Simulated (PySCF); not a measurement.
C3H8AlBr.
Numbering: `[CH3:1][CH:2]([CH3:3])[AlH:4][Br:5]` (hydrogens: H6, H7, H8 on C1; H9 on C2; H10, H11, H12 on C3; H13 on Al4)

Structure used (PBE0-D3(BJ)/def2-SVP), in Å, numbered top down from 1:
```
atom  x, y, z in Å
C1    -0.1739   -0.7059   -1.2781
C2    -0.3314   -0.3359    0.2001
C3    -0.9411    1.0601    0.3588
Al4    1.3947   -0.4509    1.1324
Br5    2.9577    1.0418    0.4449
H6     0.1920   -1.7360   -1.4226
H7     0.5318   -0.0305   -1.7906
H8    -1.1379   -0.6281   -1.8120
H9    -1.0041   -1.0726    0.6783
H10   -0.2829    1.8369   -0.0653
H11   -1.1265    1.3270    1.4125
H12   -1.9092    1.1339   -0.1681
H13    1.8242   -1.4407    2.2920
```

Computed with PySCF at B3LYP/def2-SVPD, non-relativistic, on one gas-phase PBE0-D3(BJ)/def2-SVP geometry that isn't relaxed in the solvent. The solvent is an IEF-PCM continuum (Bondi radii, 1.10 Å for H, scaled by 1.2), and excitations are vertical TDDFT with non-equilibrium linear response and a frozen core. Specific hydrogen bonds and non-electrostatic terms are outside this model. Spin–orbit coupling is left out although an atom past zinc is present.

```csv
run,E − E(gas) (kcal/mol),HOMO (eV),HOMO–LUMO gap (eV),dipole (D),lowest singlet (eV),static polarisability (au)
gas,0.00,-7.27,5.70,2.01,4.63,87.0
P,-4.83,-6.98,5.96,2.78,4.88,121.5
Q,-1.76,-7.14,5.79,2.29,4.70,98.2
```

**Question.** The runs were made in cyclohexane and water. Which run belongs to which solvent?

**Answer.** P = water, Q = cyclohexane. The dielectric constants are 2.017 (cyclohexane), 78.36 (water), and the energy falls further as ε rises. The optical constants n² used for the excitations are 2.04, 1.78 in the same order. In this model the ground state sees the solvent through ε alone.

**Question.** How constant is the ratio of the lowering to (ε − 1)/(2ε + 1)?

**Answer.** 
```
    solvent  (ε − 1)/(2ε + 1)  E − E(gas) (kcal/mol)  ratio (kcal/mol)  polarisation term (kcal/mol)
cyclohexane             0.202                  -1.76              -8.7                         -1.87
      water             0.490                  -4.83              -9.8                         -5.79
```

The ratio changes by +13.2 % in size from cyclohexane to water. The polarisation term is half the interaction of the solute with the induced surface charges.
